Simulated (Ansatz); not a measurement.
ClFGeH4OSi, SMILES `F[SiH2][O][GeH2][Cl]`, relaxed with RKS PBE0-D4/def2-TZVP in Ansatz from a PBE-D4/def2-SVP geometry. The force threshold is 0.005 eV/Å; the program also tests the step.

Charge 0, multiplicity 1.

Start:

```xyz
9

F     1.141   -1.892   -0.563
Si    1.477   -0.295   -0.449
O     0.062    0.573   -0.591
Ge   -1.520    0.472    0.242
Cl   -1.159   -0.239    2.268
H     2.337    0.095   -1.608
H     2.135   -0.071    0.877
H    -2.410   -0.558   -0.486
H    -2.063    1.915    0.311
```

```json
{"step": "1", "energy (eV)": "-81735.8893", "largest force (eV/Å)": "1.118", "largest move (Å)": "0.000"}
{"step": "2", "energy (eV)": "-81735.9496", "largest force (eV/Å)": "0.665", "largest move (Å)": "0.032"}
{"step": "3", "energy (eV)": "-81735.9687", "largest force (eV/Å)": "0.062", "largest move (Å)": "0.022"}
{"step": "4", "energy (eV)": "-81735.9699", "largest force (eV/Å)": "0.054", "largest move (Å)": "0.013"}
{"step": "5", "energy (eV)": "-81735.9705", "largest force (eV/Å)": "0.048", "largest move (Å)": "0.015"}
{"step": "6", "energy (eV)": "-81735.9719", "largest force (eV/Å)": "0.050", "largest move (Å)": "0.050"}
{"step": "7", "energy (eV)": "-81735.9722", "largest force (eV/Å)": "0.097", "largest move (Å)": "0.032"}
{"step": "8", "energy (eV)": "-81735.9725", "largest force (eV/Å)": "0.007", "largest move (Å)": "0.024"}
{"step": "9", "energy (eV)": "-81735.9726", "largest force (eV/Å)": "0.003", "largest move (Å)": "0.013"}
{"step": "10", "energy (eV)": "-81735.9726", "largest force (eV/Å)": "0.007", "largest move (Å)": "0.028"}
{"step": "11 (rejected)", "energy (eV)": "-81735.9726", "largest force (eV/Å)": "0.010", "largest move (Å)": "0.013"}
{"step": "12", "energy (eV)": "-81735.9726", "largest force (eV/Å)": "0.005", "largest move (Å)": "0.006"}
{"step": "13", "energy (eV)": "-81735.9726", "largest force (eV/Å)": "0.003", "largest move (Å)": "0.008"}
```

End:

```xyz
9

F     1.190   -1.861   -0.707
Si    1.465   -0.308   -0.460
O     0.066    0.512   -0.530
Ge   -1.511    0.470    0.258
Cl   -1.204   -0.102    2.304
H     2.326    0.180   -1.556
H     2.097   -0.189    0.871
H    -2.376   -0.599   -0.409
H    -2.054    1.897    0.229
```

It took 62 s on 4 threads of a server CPU on a shared host, with 0.68 GiB of host memory at the peak.
